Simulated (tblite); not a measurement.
Species: C6H13NO.
Z-matrix (Å and degrees, GFN2-xTB geometry), rows numbered from 1:
```
C 
C   1  1.5231
C   2  1.5311  1  111.77
N   3  1.4489  2  112.87  1    60.54
C   4  1.4420  3  117.37  2    68.09
C   4  1.3567  3  119.12  2  -107.73
C   6  1.5141  4  115.89  3   176.94
O   6  1.2164  4  122.19  3    -3.75
H   1  1.0878  2  110.73  3   -63.41
H   1  1.0876  2  110.56  3   176.40
H   1  1.0870  2  110.26  3    56.00
H   2  1.0927  1  109.68  3   122.30
H   2  1.0914  1  109.69  3  -119.61
H   3  1.0959  2  110.03  1  -177.52
H   3  1.0921  2  109.50  1   -57.81
H   5  1.0946  4  111.89  3  -103.74
H   5  1.0907  4  111.05  3   134.80
H   5  1.0884  4  108.72  3    15.86
H   7  1.0874  6  111.03  4   -55.64
H   7  1.0882  6  110.55  4    65.25
H   7  1.0865  6  108.14  4  -175.69
```

Calculated harmonic vibrations of the isolated species, GFN2-xTB (tblite), most abundant isotopes, no scaling. Against measured fundamentals such values can be off by several per cent, at times by over 20. One conformer, not necessarily the lowest.

Harmonic wavenumbers (cm⁻¹): 60.1, 71.1, 104.0, 125.3, 169.3, 210.1, 233.7, 281.9, 316.4, 399.4, 426.6, 503.9, 557.6, 581.8, 755.2, 827.0, 907.4, 921.1, 986.3, 997.2, 1025.3, 1073.1, 1090.6, 1100.8, 1113.3, 1159.6, 1225.0, 1251.3, 1282.1, 1332.4, 1341.6, 1373.0, 1393.9, 1417.9, 1426.7, 1451.2, 1458.9, 1471.5, 1484.8, 1488.7, 1497.1, 1498.9, 1505.2, 1723.8, 2922.1, 2936.2, 2967.0, 2989.0, 2991.1, 2992.9, 3019.1, 3027.6, 3030.1, 3033.4, 3038.0, 3049.6, 3062.2.

A = 2871, B = 1512, C = 1258 MHz; mass 115.100 u (most abundant isotopes); point group C1, symmetry number 1.

Q: Zero-point energy?

A: Half the sum of the wavenumbers: 40340 cm⁻¹ = 482.58 kJ/mol.

Q: Give the ideal-gas entropy at 500 K and 1 bar in the rigid-rotor, harmonic-oscillator model (classical rotation).

A: Translation 178.79, rotation 125.55, vibration 206.32: S = 510.7 J/(mol K).

Q: And Cp and H(500 K) − H(0)?

A: Cp = 239.03 J/(mol K), of which vibrations give 205.77 (their classical limit is 57 R = 473.9); H(500 K) − H(0) = 69.35 kJ/mol without the zero-point energy, 52.72 from vibrations.

Q: What must be added to the electronic energy to get the Gibbs energy at 500 K and 1 bar?

A: ZPE + [H(500 K) − H(0)] − T·S = 482.58 + 69.35 − 255.33 = 296.60 kJ/mol.

Q: Blend soft modes into free rotors: weight 1/[1 + (100 cm⁻¹/ν̃)⁴] for the oscillator and the rest for a rotor with moment μB/(μ + B), μ = h/(8π²ν), B = 10⁻⁴⁴ kg m². What vibrational entropy results?

A: 192.11 J/(mol K) in place of 206.32, which changes −T·S at 500 K by +7.10 kJ/mol.

Q: How do the functions run with temperature in this model?

A: 
```json
{"T (K)": "50", "S (J/(mol K))": "239.6", "Cp (J/(mol K))": "55.9", "H − H(0) (kJ/mol)": "2.08", "G − H(0) (kJ/mol)": "-9.90", "ln q(vib)": "0.42"}
{"T (K)": "100", "S (J/(mol K))": "286.6", "Cp (J/(mol K))": "81.3", "H − H(0) (kJ/mol)": "5.54", "G − H(0) (kJ/mol)": "-23.12", "ln q(vib)": "1.64"}
{"T (K)": "298.15", "S (J/(mol K))": "409.6", "Cp (J/(mol K))": "157.3", "H − H(0) (kJ/mol)": "29.16", "G − H(0) (kJ/mol)": "-92.95", "ln q(vib)": "6.96"}
{"T (K)": "373.15", "S (J/(mol K))": "448.2", "Cp (J/(mol K))": "188.8", "H − H(0) (kJ/mol)": "42.14", "G − H(0) (kJ/mol)": "-125.13", "ln q(vib)": "8.90"}
{"T (K)": "750", "S (J/(mol K))": "622.9", "Cp (J/(mol K))": "314.6", "H − H(0) (kJ/mol)": "139.17", "G − H(0) (kJ/mol)": "-327.98", "ln q(vib)": "18.37"}
{"T (K)": "1000", "S (J/(mol K))": "720.8", "Cp (J/(mol K))": "365.8", "H − H(0) (kJ/mol)": "224.62", "G − H(0) (kJ/mol)": "-496.22", "ln q(vib)": "24.31"}
```

q(vib) and H(0) count from the zero-point level.

Hindered rotation and anharmonicity are outside this model. Other conformers, if any are populated, would add a mixing term that is left out. The structure is chiral; the term R ln 2 for an equal mix with its mirror image is left out.

Hardware: one thread of an Arm Neoverse V1, on a shared host. The figure is for the frequency step alone.
